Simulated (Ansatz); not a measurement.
Cost and result for the atomization energy of C₂H₄BCl (`ClC1BC1`) (8 atoms, 8 bonds).

The species carries charge 0 and has multiplicity 1. Geometry: relaxed with PBE0-D4/def2-TZVP. Program: Ansatz. All runs use 2 threads of an Intel Xeon 6975P-C on a shared host. Times are those of one run each, without the atoms' runs, and a repeat can differ threefold. Electronic energies, without spin–orbit coupling; frozen cores. CCSD(T)/CBS adds CCSD(T) − MP2 in def2-TZVPP to the MP2 limit, and its time is that of the two runs behind it. T1 = 0.011. B3LYP takes the VWN-RPA correlation (the form of Gaussian; ORCA's B3LYP/G). HSE06 is the plane-wave form, built on full-range PBE exchange.

CCSD(T)/CBS is a level of theory with its own doubt, some kJ/mol a heavy atom from the limit and from the frozen cores, so smaller differences don't rank the functionals.

```json
{"level": "LDA (SPW92)/def2-TZVPP", "functions": "191", "wall time": "0.75 s"}
{"level": "CCSD(T)/def2-SVP", "functions": "80", "wall time": "1.4 s"}
{"level": "PBE-D4/def2-TZVPP (with forces)", "functions": "191", "wall time": "1.5 s"}
{"level": "HSE06-D4/def2-TZVPP", "functions": "191", "wall time": "1.7 s"}
{"level": "CAM-B3LYP-D4/def2-TZVPP", "functions": "191", "wall time": "1.7 s"}
{"level": "r2SCANh-D4/def2-TZVPP", "functions": "191", "wall time": "2.3 s"}
{"level": "r2SCAN-D4/def2-TZVPP (with forces)", "functions": "191", "wall time": "2.3 s"}
{"level": "B3LYP-D4/def2-TZVPP (with forces)", "functions": "191", "wall time": "2.4 s"}
{"level": "PBE-QIDH/def2-TZVPP", "functions": "191", "wall time": "3.6 s"}
{"level": "B97M-V/def2-TZVPP", "functions": "191", "wall time": "3.9 s"}
{"level": "MP2/def2-QZVPP", "functions": "361", "wall time": "11 s"}
{"level": "CCSD(T)/def2-TZVPP", "functions": "191", "wall time": "16 s"}
{"level": "CCSD(T)/CBS(def2)", "functions": "–", "wall time": "27 s"}
```

Question: What atomization energy does each give, and how far from CCSD(T)/CBS? (Best estimate.)

Answer: The calculation gave: 
```json
{"level": "LDA (SPW92)/def2-TZVPP", "atomization (kcal/mol)": "814.7", "difference from CCSD(T)/CBS": "114.0", "per bond": "14.2"}
{"level": "CCSD(T)/def2-SVP", "atomization (kcal/mol)": "669.4", "difference from CCSD(T)/CBS": "-31.3", "per bond": "-3.9"}
{"level": "PBE-D4/def2-TZVPP (with forces)", "atomization (kcal/mol)": "727.0", "difference from CCSD(T)/CBS": "26.3", "per bond": "3.3"}
{"level": "HSE06-D4/def2-TZVPP", "atomization (kcal/mol)": "716.6", "difference from CCSD(T)/CBS": "15.9", "per bond": "2.0"}
{"level": "CAM-B3LYP-D4/def2-TZVPP", "atomization (kcal/mol)": "707.7", "difference from CCSD(T)/CBS": "7.0", "per bond": "0.9"}
{"level": "r2SCANh-D4/def2-TZVPP", "atomization (kcal/mol)": "708.7", "difference from CCSD(T)/CBS": "8.0", "per bond": "1.0"}
{"level": "r2SCAN-D4/def2-TZVPP (with forces)", "atomization (kcal/mol)": "712.4", "difference from CCSD(T)/CBS": "11.7", "per bond": "1.5"}
{"level": "B3LYP-D4/def2-TZVPP (with forces)", "atomization (kcal/mol)": "705.0", "difference from CCSD(T)/CBS": "4.3", "per bond": "0.5"}
{"level": "PBE-QIDH/def2-TZVPP", "atomization (kcal/mol)": "708.3", "difference from CCSD(T)/CBS": "7.6", "per bond": "1.0"}
{"level": "B97M-V/def2-TZVPP", "atomization (kcal/mol)": "712.2", "difference from CCSD(T)/CBS": "11.5", "per bond": "1.4"}
{"level": "MP2/def2-QZVPP", "atomization (kcal/mol)": "710.1", "difference from CCSD(T)/CBS": "9.4", "per bond": "1.2"}
{"level": "CCSD(T)/def2-TZVPP", "atomization (kcal/mol)": "683.4", "difference from CCSD(T)/CBS": "-17.3", "per bond": "-2.2"}
{"level": "CCSD(T)/CBS(def2)", "atomization (kcal/mol)": "700.7", "difference from CCSD(T)/CBS": "0.0", "per bond": "0.0"}
```

From PBE to PBE0 (25 % exact exchange), in def2-TZVPP and without D4, the atomization energy moves by −10.4 kcal/mol: exact exchange takes away binding that semilocal exchange gives to molecules. At CCSD(T), def2-SVP lies −31.3 kcal/mol from the extrapolated value and def2-TZVPP −17.3 kcal/mol: correlation converges slowly with the basis, and small sets miss more of it in the bonded molecule than in its fragments. Leaving LDA and LC-ωPBE aside and taking each functional with its dispersion term where it has one, the values, not all of them listed here, spread over 40.6 kcal/mol, from BHLYP-D4 to PBE-D4. LDA lies +91.0 kcal/mol from PBE without D4, its usual overbinding.
